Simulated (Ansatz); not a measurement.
One change: `C[N](C)[Hf]([F])([N](C)C)[N](C)C` becomes `C[N](C)[Zr]([F])([N](C)C)[N](C)C`.

Ansatz, PBE0-D4/def2-TZVP geometries, multiplicity 1. Each molecule was computed in one conformer, which needn't be the lowest.

Elements past krypton have def2 core potentials.

```tsv
property	`C[N](C)[Hf]([F])([N](C)C)[N](C)C`
HOMO energy (ωB97M-V/def2-TZVPP) / eV	-8.40
LUMO energy (PBE/def2-TZVPP) / eV	-0.51
LUMO energy (B3LYP/def2-TZVPP) / eV	-0.04
HOMO energy (PBE/def2-TZVPP) / eV	-4.86
size of the dipole moment (B3LYP/def2-TZVPP) / D	1.91
HOMO–LUMO gap (PBE0/def2-TZVPP) / eV	6.33
```

Question: What does the change do to each property? (Estimate.)

Answer: Computed: 
```tsv
property	`C[N](C)[Zr]([F])([N](C)C)[N](C)C`	shift
HOMO energy (ωB97M-V/def2-TZVPP) / eV	-8.39	0.01
LUMO energy (PBE/def2-TZVPP) / eV	-0.71	-0.20
LUMO energy (B3LYP/def2-TZVPP) / eV	-0.12	-0.08
HOMO energy (PBE/def2-TZVPP) / eV	-4.88	-0.02
size of the dipole moment (B3LYP/def2-TZVPP) / D	2.07	0.16
HOMO–LUMO gap (PBE0/def2-TZVPP) / eV	6.25	-0.08
```

Dipoles are sizes alone; their direction can turn.

B3LYP here is the variant with VWN-RPA as its local correlation; programs differ in this.
